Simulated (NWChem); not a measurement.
System: C2H3BF2O; SMILES CC(=O)B(F)F

Input file for NWChem:

```
start job
memory heap 200 mb stack 900 mb global 1100 mb
geometry units angstroms noautoz
  C     -0.875127    -1.549317    -0.840851
  C      0.058629    -0.775763     0.043741
  O      0.849341    -1.311380     0.795573
  B      0.076944     0.823764     0.075590
  F      0.965219     1.505078    -0.614020
  F     -0.752121     1.494983     0.846271
  H     -0.709547    -1.275226    -1.896266
  H     -1.920151    -1.286922    -0.605440
  H     -0.717466    -2.627915    -0.702809
end
basis spherical
  * library 6-31g*
end
dft
  xc pbe0
  iterations 150
end
tddft
  cis
  nroots 6
end
task tddft energy
```

NWChem printed, in part:

```
             Northwest Computational Chemistry Package (NWChem) 7.3.0
             --------------------------------------------------------

 C1  symmetry detected

                             Geometry "geometry" -> ""
                             -------------------------

 Output coordinates in angstroms (scale by  1.889725989 to convert to a.u.)

  No.       Tag          Charge          X              Y              Z
 ---- ---------------- ---------- -------------- -------------- --------------
    1 C                    6.0000    -0.63103808    -1.71429952    -0.83754176
    2 C                    6.0000     0.09058022    -0.79733309     0.10650732
    3 O                    8.0000     0.78258158    -1.20330961     1.01956787
    4 B                    5.0000    -0.00592043     0.79556928    -0.00832331
    5 F                    9.0000     0.93440709     1.48968921    -0.61062296
    6 F                    9.0000    -0.99365965     1.45636854     0.55696291
    7 H                    1.0000    -0.31439209    -1.51386245    -1.87484776
    8 H                    1.0000    -1.71593766    -1.52073070    -0.79431389
    9 H                    1.0000    -0.42470065    -2.76150041    -0.57661766

 Effective nuclear repulsion energy (a.u.)     214.8826358353

                                 NWChem DFT Module
                                 -----------------

 Summary of "ao basis" -> "ao basis" (spherical)
 ------------------------------------------------------------------------------
       Tag                 Description            Shells   Functions and Types
 ---------------- ------------------------------  ------  ---------------------
 C                           6-31g*                  6       14   3s2p1d
 O                           6-31g*                  6       14   3s2p1d
 B                           6-31g*                  6       14   3s2p1d
 F                           6-31g*                  6       14   3s2p1d
 H                           6-31g*                  2        2   2s

            General Information
            -------------------
          SCF calculation type: DFT
          Wavefunction type:  closed shell.
          No. of atoms     :     9
          No. of electrons :    46
           Alpha electrons :    23
            Beta electrons :    23
          Charge           :     0
          Spin multiplicity:     1
          Use of symmetry is: off; symmetry adaption is: off
          Maximum number of iterations: 150
          AO basis - number of functions:    90
                     number of shells:    42
          Convergence on energy requested:  1.00D-06
          Convergence on density requested:  1.00D-05
          Convergence on gradient requested:  5.00D-04

              XC Information
              --------------
                         PBE0 Method XC Functional
                     Hartree-Fock (Exact) Exchange  0.250
          PerdewBurkeErnzerhof Exchange Functional  0.750
            Perdew 1991 LDA Correlation Functional  1.000 local
           PerdewBurkeErnz. Correlation Functional  1.000 non-local

             Grid Information
             ----------------
          Grid used for XC integration:  medium
          Radial quadrature: Mura-Knowles
          Angular quadrature: Lebedev.
          Tag              B.-S. Rad. Rad. Pts. Rad. Cut. Ang. Pts.
          ---              ---------- --------- --------- ---------
          C                   0.70       49           8.0       434
          O                   0.60       49           8.0       434
          B                   0.85       49          10.0       434
          F                   0.50       49          11.0       434
          H                   0.35       45          10.0       434
          Grid pruning is: on
          Number of quadrature shells:   429
          Spatial weights used:  Erf1

      Superposition of Atomic Density Guess
      -------------------------------------

 Sum of atomic energies:        -374.84031068

      Non-variational initial energy
      ------------------------------

 Total energy =    -377.135540
 1-e energy   =    -943.582723
 2-e energy   =     351.564547
 HOMO         =      -0.291163
 LUMO         =      -0.019864

   convergence    iter        energy       DeltaE   RMS-Dens  Diis-err
 ---------------- ----- ----------------- --------- --------- ---------
 d= 0,ls=0.0,diis     1   -377.2986022966 -5.92D+02  2.16D-02  1.51D+00
 d= 0,ls=0.0,diis     2   -376.8888300620  4.10D-01  1.53D-02  5.97D+00
 d= 0,ls=0.0,diis     3   -377.4675479958 -5.79D-01  2.88D-03  1.15D-01
 d= 0,ls=0.0,diis     4   -377.4750228701 -7.47D-03  1.21D-03  4.08D-02
 d= 0,ls=0.0,diis     5   -377.4786047624 -3.58D-03  1.61D-04  4.71D-04
  Resetting Diis
 d= 0,ls=0.0,diis     6   -377.4786443650 -3.96D-05  3.44D-05  1.90D-05
 d= 0,ls=0.0,diis     7   -377.4786463616 -2.00D-06  3.32D-05  2.50D-06
 d= 0,ls=0.0,diis     8   -377.4786460319  3.30D-07  1.73D-05  6.06D-06
 d= 0,ls=0.0,diis     9   -377.4786466500 -6.18D-07  2.90D-06  3.26D-07

         Total DFT energy =     -377.478646649978
      One electron energy =     -946.562597201649
           Coulomb energy =      399.442778563756
    Exchange-Corr. energy =      -45.241463847418
 Nuclear repulsion energy =      214.882635835333

 Numeric. integr. density =       45.999997881718

                       DFT Final Molecular Orbital Analysis
                       ------------------------------------

 Vector   21  Occ=2.000000D+00  E=-4.020554D-01
              MO Center= -1.3D-01, -1.1D+00, -1.8D-01, r^2= 3.4D+00
   Bfn.  Coefficient  Atom+Function         Bfn.  Coefficient  Atom+Function
  ----- ------------  ---------------      ----- ------------  ---------------
     4      0.250877  1 C  py                33     -0.237987  3 O  pz
    18     -0.219557  2 C  py                89     -0.207522  9 H  s
    60     -0.174113  5 F  py                90     -0.169771  9 H  s
    31     -0.168717  3 O  px                74     -0.168731  6 F  py
     5     -0.154514  1 C  pz                46      0.140318  4 B  py

 Vector   22  Occ=2.000000D+00  E=-3.835838D-01
              MO Center=  2.0D-01, -1.2D+00,  2.4D-01, r^2= 2.4D+00
   Bfn.  Coefficient  Atom+Function         Bfn.  Coefficient  Atom+Function
  ----- ------------  ---------------      ----- ------------  ---------------
    31      0.373045  3 O  px                33     -0.275981  3 O  pz
    35      0.246486  3 O  px                17      0.206023  2 C  px
     3     -0.182646  1 C  px                37     -0.183232  3 O  pz
    19     -0.158276  2 C  pz                 5      0.142475  1 C  pz
    85     -0.140689  7 H  s                 87      0.138362  8 H  s

[...]

                                NWChem TDDFT Module
                                -------------------

            General Information
            -------------------
           No. of orbitals :     180
            Alpha orbitals :      90
             Beta orbitals :      90
        Alpha frozen cores :       0
         Beta frozen cores :       0
     Alpha frozen virtuals :       0
      Beta frozen virtuals :       0
         Spin multiplicity :       1
    Number of AO functions :      90
        Use of symmetry is : off
      Symmetry adaption is : off
         Schwarz screening :  0.10D-07

              XC Information
              --------------
                  PBE0 Method XC Functional
              Hartree-Fock (Exact) Exchange   0.25
   PerdewBurkeErnzerhof Exchange Functional   0.75
     Perdew 1991 LDA Correlation Functional   1.00 local
    PerdewBurkeErnz. Correlation Functional   1.00 non-local

             TDDFT Information
             -----------------
          Calculation type : Tamm-Dancoff TDDFT
         Wavefunction type : Restricted singlets & triplets
          No. of electrons :      46
           Alpha electrons :      23
            Beta electrons :      23
              No. of roots :       6
          Max subspacesize :    5200
            Max iterations :     100
               Target root :       1
           Target symmetry : none
      Symmetry restriction : off
                 Algorithm : Optimal
        Davidson threshold :  0.10D-03

    6 smallest eigenvalue differences (eV)
--------------------------------------------------------
  No. Spin  Occ  Vir  Irrep   E(Occ)    E(Vir)   E(Diff)
--------------------------------------------------------
    1    1   23   24 a        -0.263    -0.033     6.266
    2    1   23   25 a        -0.263     0.009     7.388
    3    1   22   24 a        -0.384    -0.033     9.551
    4    1   21   24 a        -0.402    -0.033    10.054
    5    1   23   26 a        -0.263     0.108    10.090
    6    1   22   25 a        -0.384     0.009    10.672
--------------------------------------------------------

  Entering Davidson iterations
  Restricted singlet excited states

  Iter   NTrls   NConv    DeltaV     DeltaE      Time
  ----  ------  ------  ---------  ---------  ---------
    1      6       0     0.33E+00   0.10+100        5.2
    2     12       0     0.17E+00   0.63E-01        5.2
    3     18       0     0.48E-01   0.41E-01        5.1
    4     24       0     0.17E-01   0.41E-02        7.3
    5     30       1     0.17E-01   0.85E-03        8.5
    6     35       2     0.18E-01   0.23E-02        8.0
    7     39       4     0.50E-02   0.51E-03        5.4
    8     41       4     0.29E-02   0.62E-04        4.0
    9     43       5     0.12E-02   0.17E-04        3.9
   10     44       5     0.45E-03   0.25E-05        3.5
   11     45       5     0.14E-03   0.29E-06        3.5
   12     46       6     0.39E-04   0.29E-07        3.6
  ----  ------  ------  ---------  ---------  ---------
  Convergence criterion met

  Ground state a        -377.478646649978 a.u.

  ----------------------------------------------------------------------------
  Root   1 singlet a              0.143026210 a.u.                3.8919 eV
  ----------------------------------------------------------------------------
     Transition Moments    X -0.04172   Y -0.01697   Z  0.05565
     Dipole Oscillator Strength                    0.0004887233
     Electric Quadrupole                           0.0000000077
     Magnetic Dipole                               0.0000014208
     Total Oscillator Strength                     0.0004901518

     Occ.   23  a   ---  Virt.   24  a       -0.99359
     Occ.   23  a   ---  Virt.   25  a       -0.07033
  ----------------------------------------------------------------------------
  Root   2 singlet a              0.217811999 a.u.                5.9270 eV
  ----------------------------------------------------------------------------
     Transition Moments    X -0.13110   Y  0.18928   Z -0.20601
     Dipole Oscillator Strength                    0.0138605296
     Electric Quadrupole                           0.0000000036
     Magnetic Dipole                               0.0000000627
     Total Oscillator Strength                     0.0138605960

     Occ.   22  a   ---  Virt.   24  a        0.19184
     Occ.   23  a   ---  Virt.   24  a        0.06681
     Occ.   23  a   ---  Virt.   25  a       -0.97228
     Occ.   23  a   ---  Virt.   26  a        0.06627
  ----------------------------------------------------------------------------
  Root   3 singlet a              0.299415140 a.u.                8.1475 eV
  ----------------------------------------------------------------------------
     Transition Moments    X -0.09627   Y  0.02049   Z  0.10220
     Dipole Oscillator Strength                    0.0040184749
     Electric Quadrupole                           0.0000000868
     Magnetic Dipole                               0.0000013485
     Total Oscillator Strength                     0.0040199101

     Occ.   14  a   ---  Virt.   24  a        0.10166
     Occ.   15  a   ---  Virt.   24  a       -0.08037
     Occ.   17  a   ---  Virt.   24  a        0.05875
     Occ.   18  a   ---  Virt.   25  a        0.05083
     Occ.   19  a   ---  Virt.   24  a       -0.07773
     Occ.   21  a   ---  Virt.   24  a       -0.97841
  ----------------------------------------------------------------------------
  Root   4 singlet a              0.320571878 a.u.                8.7232 eV
  ----------------------------------------------------------------------------
     Transition Moments    X -0.01506   Y  0.09565   Z -0.04221
     Dipole Oscillator Strength                    0.0023845388
     Electric Quadrupole                           0.0000000653
     Magnetic Dipole                               0.0000008798
     Total Oscillator Strength                     0.0023854839

     Occ.   22  a   ---  Virt.   24  a        0.21041
     Occ.   22  a   ---  Virt.   25  a       -0.05814
     Occ.   23  a   ---  Virt.   26  a       -0.96962
  ----------------------------------------------------------------------------
  Root   5 singlet a              0.332591425 a.u.                9.0503 eV
  ----------------------------------------------------------------------------
     Transition Moments    X -0.23344   Y  0.07050   Z -0.15833
     Dipole Oscillator Strength                    0.0187425682
     Electric Quadrupole                           0.0000000826
     Magnetic Dipole                               0.0000000688
     Total Oscillator Strength                     0.0187427196

     Occ.   16  a   ---  Virt.   24  a        0.06178
     Occ.   16  a   ---  Virt.   25  a        0.05290
     Occ.   17  a   ---  Virt.   24  a       -0.06173
     Occ.   19  a   ---  Virt.   24  a       -0.12518
     Occ.   20  a   ---  Virt.   25  a       -0.11447
     Occ.   22  a   ---  Virt.   24  a       -0.32851
     Occ.   22  a   ---  Virt.   25  a        0.90349
     Occ.   23  a   ---  Virt.   26  a       -0.12805
     Occ.   23  a   ---  Virt.   28  a        0.05626
  ----------------------------------------------------------------------------
  Root   6 singlet a              0.343741005 a.u.                9.3537 eV
  ----------------------------------------------------------------------------
     Transition Moments    X -0.01453   Y  0.01365   Z -0.22459
     Dipole Oscillator Strength                    0.0116498260
     Electric Quadrupole                           0.0000001615
     Magnetic Dipole                               0.0000033452
     Total Oscillator Strength                     0.0116533327

     Occ.   14  a   ---  Virt.   24  a       -0.06022
     Occ.   17  a   ---  Virt.   24  a       -0.07789
     Occ.   19  a   ---  Virt.   24  a       -0.93109
     Occ.   20  a   ---  Virt.   24  a        0.07173
     Occ.   21  a   ---  Virt.   24  a        0.07397
     Occ.   22  a   ---  Virt.   24  a       -0.15293
     Occ.   22  a   ---  Virt.   25  a       -0.20919
     Occ.   23  a   ---  Virt.   27  a       -0.14317
     Occ.   23  a   ---  Virt.   28  a        0.06642

              Target root =      1
          Target symmetry = none
      Ground state energy =   -377.478646649978
        Excitation energy =      0.143026210101
     Excited state energy =   -377.335620439877

  stored tddft:energy   -377.33562043987718

    6 smallest eigenvalue differences (eV)
--------------------------------------------------------
  No. Spin  Occ  Vir  Irrep   E(Occ)    E(Vir)   E(Diff)
--------------------------------------------------------
    1    1   23   24 a        -0.263    -0.033     6.266
    2    1   23   25 a        -0.263     0.009     7.388
    3    1   22   24 a        -0.384    -0.033     9.551
    4    1   21   24 a        -0.402    -0.033    10.054
    5    1   23   26 a        -0.263     0.108    10.090
    6    1   22   25 a        -0.384     0.009    10.672
--------------------------------------------------------

  Entering Davidson iterations
  Restricted triplet excited states

[...]
```

Level: PBE0/6-31G* (spherical d), TDA. Coordinates come from a PBE0/def2-SVP optimisation.
